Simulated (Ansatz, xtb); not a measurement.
**Isomers of C3H7ClOSi in order of energy**

3 gas-phase structures of C3H7ClOSi, from a drawn sample of its isomers (lower ones may exist). Each was relaxed with GFN2-xTB:

A. `[SiH3][C@@H]1OC[C@H]1Cl`, a singlet
B. `[SiH3]C1(Cl)COC1`, a singlet
C. `[SiH3][C@@H]1OC[C@@H]1Cl`, a singlet

Q: Which do you expect lowest at r2SCAN-D4/def2-SVP, and how would the others follow?

A: Calculated order at r2SCAN-D4/def2-SVP: B (0.000), C (0.047), A (0.065) eV. Less than 1 kcal/mol parts C and A, so the order within that pair means little.

Energies above the lowest of each column, in eV; the last columns are at PBE0-D3(BJ)/def2-SVP geometries:

```tsv
structure	GFN2-xTB	HF/STO-3G	r2SCAN-D4/def2-SVP	PBE0-D3(BJ)/def2-SVP	CCSD(T)/def2-SVP + ΔMP2/def2-TZVPP
B	0.010	0.000	0.000	0.000	0.000
C	0.000	0.061	0.047	0.031	0.073
A	0.051	0.007	0.065	0.074	0.075
```

Every level run on B puts it lowest or level with the lowest. ΔMP2 is the change of the MP2 energy from the smaller to the larger basis.

Programs: Ansatz 0.2.0, xtb 6.7.1.
